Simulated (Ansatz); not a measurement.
Isolated molecules relaxed with PBE0-D4/def2-TZVP in Ansatz; ΔE leaves out vibrations. CBS: MP2 limit from def2 TZ/QZ plus the TZ coupled-cluster correction, frozen cores. DFT in def2-TZVPP. B3LYP here is the variant with VWN-RPA as its local correlation; programs differ in this. One conformer a species, not always the lowest.

Reaction (isomerisation): `CC1NB1N` → `NCC1BN1`

```tsv
level	ΔE (kJ/mol)	difference from CCSD(T)/CBS
PBE-D4	163.0	2.5
PBE0-D4	164.9	4.4
B3LYP-D4	166.6	6.1
B2PLYP	166.1	5.6
PBE0	165.2	4.7
B3LYP	167.2	6.7
HF/def2-TZVPP	167.4	6.9
MP2/def2-QZVPP	164.5	4.0
SCS-MP2/def2-QZVPP	161.5	1.0
HF/CBS(def2)	167.2	6.7
CCSD(T)/CBS	160.5	0
```

Largest T1 diagnostic among the species: 0.012.
